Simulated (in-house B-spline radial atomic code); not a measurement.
Settings and results of a run for Zn III (Zn2+) (an excited or competing configuration). Level of theory: non-relativistic CAM-B3LYP, spin-polarised, spherical fractional occupations, point nucleus; calculated with a B-spline radial code for spherical atoms.

Command:
```bash
python run_scf.py task.json out
```
Settings:
```
Z                30
configuration    [Ar] 3d9 4s1
hamiltonian      nr
method           camb3lyp
spin_polarised   True
```

Output (hartree, bohr):
```
 radial grid: 53 intervals, B-splines of order 8, outer radius 38.5185 bohr

 iter        energy (Eh)    residual
    1       -1774.171507    3.86e-01
    2       -1773.862247    4.41e-01
    3       -1778.030445    2.11e-02
    4       -1778.034164    9.17e-03
    5       -1778.035205    8.54e-04
    6       -1778.035217    7.36e-04
    7       -1778.035230    1.13e-04
    8       -1778.035230    3.14e-05
    9       -1778.035230    1.84e-06
   10       -1778.035230    2.95e-07

 total energy                     -1778.03523
 kinetic                            1776.9129
 electron-nucleus                  -4228.8225
 Hartree                             744.1224
 exact exchange                      -15.2688
 exchange-correlation                -54.9793

 orbital      occ     eigenvalue          <r>       <r^2>       <1/r>     <1/r^3>     <1/r^2>       r_max
 1s up      1.000      -348.3539    0.0511028  0.00349925      29.509           -     1751.53     0.03371
 1s down    1.000      -348.3506    0.0511029  0.00349925     29.5089           -     1751.52     0.03371
 2s up      1.000       -43.3534     0.229668   0.0621536     6.43871           -      169.54      0.1925
 2s down    1.000       -43.3201      0.22958   0.0621018     6.44121           -     169.662      0.1924
 2p up      3.000       -38.3255     0.199718   0.0488453     6.39997     755.457     55.9856      0.1535
 2p down    3.000       -38.2989     0.199607    0.048784     6.40264     756.136     56.0254      0.1534
 3s up      1.000        -5.9782      0.68698    0.544544     2.06022           -     26.1051      0.5952
 3s down    1.000        -5.9131      0.68809    0.546353     2.05577           -     25.9746      0.5957
 3p up      3.000        -4.3634     0.711098    0.595964      1.9335     98.4909     8.19136      0.5941
 3p down    3.000        -4.2958     0.711845    0.597037     1.93023     98.0237     8.15947      0.5946
 3d up      5.000        -1.6133     0.822933    0.869956     1.59936     10.4162       3.453      0.5572
 3d down    4.000        -1.4866     0.831967    0.892431     1.58731     10.2638     3.41093      0.5598
 4s up      1.000        -1.0341      2.15521     5.27021    0.601852           -     2.59109       1.863
```

Time taken, with all properties: 0.52 s on 1 thread of Arm Neoverse V2 (shared host).

Caution: exact exchange at fractional occupations of open shells leaves self-interaction of up to several eV.
